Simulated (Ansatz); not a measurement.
Species: InH3 (charge 0, singlet). 
Structure (B3LYP-D3(BJ)/def2-TZVP (Ansatz, a program for electronic structure) minimum search):
SMILES: [InH3]
```xyz
4

In     0.0000     0.0000     0.0000
H     -0.2365     1.7142    -0.0251
H     -1.3663    -1.0616     0.0370
H      1.6028    -0.6526    -0.0119
```
Charge 0, spin multiplicity 1.

Total electronic energies in hartree. Cores are frozen in the correlated levels unless marked. Spin-orbit coupling is left out. Frozen are the shells of the preceding noble gas and the d and f shells that filled before the atom's block. Past Kr the def2 sets carry scalar-relativistic core potentials. STO-3G rows are all-electron and non-relativistic. CBS(X,Y): correlation extrapolated as X^-3; Hartree-Fock from the larger set. [CCSD(T)-MP2]/basis is that difference in the basis named.

| level | program | energy (Eh) |
|---|---|---|
| HF/def2-SVPD | Ansatz | -190.90584 |
| PBE-D4/def2-TZVPD | Ansatz + dftd4 | -191.88267 |
| BLYP-D4/def2-TZVPD | Ansatz + dftd4 | -191.84193 |
| BLYP/def2-TZVPD | Ansatz | -191.83897 |
| PBE0/def2-SVP | Ansatz | -191.87496 |
| PBE0-D3(BJ)/def2-TZVP | Ansatz + dftd3 | -191.88625 |
| PBE0-D3(BJ)/def2-TZVPD | Ansatz + dftd3 | -191.88638 |
| PBE0/def2-TZVP | Ansatz | -191.88517 |
| HSE06-D4/def2-TZVPD | Ansatz + dftd4 | -191.88417 |
| B2GP-PLYP/def2-TZVPD | Ansatz | -191.52074 |
| B2PLYP-D3(BJ)/def2-TZVPD | Ansatz + dftd3 | -191.59916 |
| PBE-QIDH/def2-TZVPD | Ansatz | -191.59695 |
| RPA@PBE/def2-QZVPP | Ansatz | -191.11023 |
| MP2/CBS(def2-TZVPP,def2-QZVPP) | Ansatz | -191.0119 |
| MP2/CBS(def2-TZVPPD,def2-QZVPPD) | Ansatz | -191.0117 |
| RI-MP2/CBS(def2-TZVPPD,def2-QZVPPD) | Ansatz | -191.0117 |
| SCS-MP2/def2-SVP | Ansatz | -190.98630 |
| SCS-MP2/def2-SVPD | Ansatz | -190.99168 |
| CCSD/CBS(def2-TZVPPD,def2-QZVPPD) | Ansatz | -191.0311 |
| CCSD(T)/STO-3G | Ansatz | -5684.63000 |
| RI-MP2/CBS(def2-TZVPP,def2-QZVPP)+[CCSD(T)-MP2]/def2-TZVPP | Ansatz | -191.0356 |
| RI-MP2/CBS(def2-TZVPPD,def2-QZVPPD)+[CCSD(T)-MP2]/def2-TZVPPD | Ansatz | -191.0354 |
| CCSD(T)/CBS(def2-TZVPPD,def2-QZVPPD) | Ansatz | -191.0329 |

Totals of different functionals don't rank their quality; only differences between species are comparable.
